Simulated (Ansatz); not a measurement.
Basis sets compared for Cu4⁻ (the lowest doublet isomer of a short search). Charge -1, multiplicity 2. Geometry r2SCAN-D4/def2-SVPD. Ansatz on 4 threads of Arm Neoverse V1 on a shared host; times are rough, and most runs start from earlier orbitals.

```xyz
4

Cu    1.4444   -1.3566   -0.1244
Cu   -1.4446    1.3563    0.1243
Cu   -0.7384   -0.7369   -0.5430
Cu    0.7387    0.7372    0.5430
```

At PBE-D4/def2-SVPD, PBE-D4/def2-TZVPD, PBE0-D4/def2-SVPD, PBE0-D4/def2-TZVPD the highest occupied level of the charge -1 doublet lies above zero (up to 0.60 eV). By energy differences its removal costs 1.34 eV (vertical, to the charge 0 singlet, at PBE0-D4/def2-TZVPD). The structure comes from a short search, and lower isomers may exist.

```csv
level,functions,energy (Eh),HOMO (eV),LUMO (eV),wall time
PBE-D4/def2-SVPD,136,-6560.2589,0.60,1.13,4.1 s
PBE0-D4/def2-SVPD,136,-6560.2430,0.16,1.93,7.5 s
```

Task: Estimate the rows for PBE-D4/def2-TZVPD, PBE0-D4/def2-TZVPD.

Result: 
| level | functions | energy (Eh) | HOMO (eV) | LUMO (eV) | wall time |
| --- | --- | --- | --- | --- | --- |
| PBE-D4/def2-TZVPD | 192 | -6561.2557 | 0.45 | 0.98 | 5.5 s |
| PBE0-D4/def2-TZVPD | 192 | -6561.2059 | 0.02 | 1.79 | 13 s |
